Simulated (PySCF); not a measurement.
# Calculated NMR parameters of C=C/C(=C\CC)C(=O)F

```yaml
Formula: C7H9FO
SMILES: C=C/C(=C\CC)C(=O)F
Point_group_of_the_computed_structure: C1
Degrees_of_unsaturation: 3
Carbon_signals: 7
Proton_signals: 6
```

Structure with atom numbers: `[CH2:1]=[CH:2]/[C:3](=[CH:4]\[CH2:5][CH3:6])[C:7](=[O:8])[F:9]`. Each H is labelled by its parent atom. Ha(C1) is cis to C3; Hb(C1) is trans to C3.

All values are calculated (PySCF 2.14): PBE0/pcSseg-1 with gauge-including orbitals, coordinates at the GFN2-xTB level. No relativistic terms, in vacuum, a single conformation, rapidly exchanging positions averaged.

References, each an isolated molecule treated in the same way: TMS for 1H, 13C; 19F vs CFCl3; 17O vs H2O.

```tsv
carbon	δC, type	δH (multiplicity)	HMBC from (2–3 bonds)	span of the C tensor (ppm)
C1	130.2, CH2	Hb(C1) 5.88 (m); Ha(C1) 7.28 (m)	H(C2)	228
C2	132.2, CH	6.80 (m)	H(C4), Ha(C1), Hb(C1)	227
C3	127.1, C	–	H(C4), Ha(C1), H(C2), Hb(C1), H(C5)	181
C4	166.0, CH	7.56 (m)	H(C2), H(C5), H(C6)	240
C5	27.3, CH2	2.53 (m)	H(C4), H(C6)	32
C6	15.2, CH3	1.16 (t)	H(C4), H(C5)	23
C7	162.7, C	–	H(C4), H(C2)	206
```

Other nuclei:
```
atoms  nucleus           environment  δ (ppm)  σ (ppm)
   F9      19F  fluorine bonded to C     27.8    143.1
   O8      17O       carbonyl oxygen    437.7   -101.6
```

Carbon types of the structure: 2 × C, 2 × CH, 2 × CH2, 1 × CH3, which accounts for all hydrogens. δC 166.0: β carbon of a C=C–C=O unit; conjugation with the carbonyl draws π density from the β position. δC 162.7: carbonyl carbon. δC 132.2: alkene CH; an sp2 carbon of a C=C bond. δC 130.2: terminal =CH2 carbon; as expected for a trigonal carbon in a double bond. δC 127.1: α carbon of a C=C–C=O unit; an sp2 carbon of a C=C bond.

Splittings by 19F in the carbon and heteronuclear signals aren't shown, as no couplings were computed. Shifts are as computed. Against solution values, carbons near 30 ppm lie about +3 ppm off and those near 130 ppm about +5 ppm. Of 1211 compounds with measured shifts, 218 miss one by over three times the rms of a fit or turn the order of signals round; such compounds aren't used in these exercises. Unscaled 19F shifts against computed CFCl3 carry errors that often reach 10 to 50 ppm. Unscaled 17O shifts of doubly bonded oxygen tend to come out too high, by tens of ppm or more. Experimental scales use liquid or dissolved standards, which lie at an offset from isolated H2O (liquid H2O: subtract about 36 ppm). Multiplicities follow the n + 1 count of equivalent neighbours, as no J values were calculated; m marks all less simple cases, F and P coupling included.
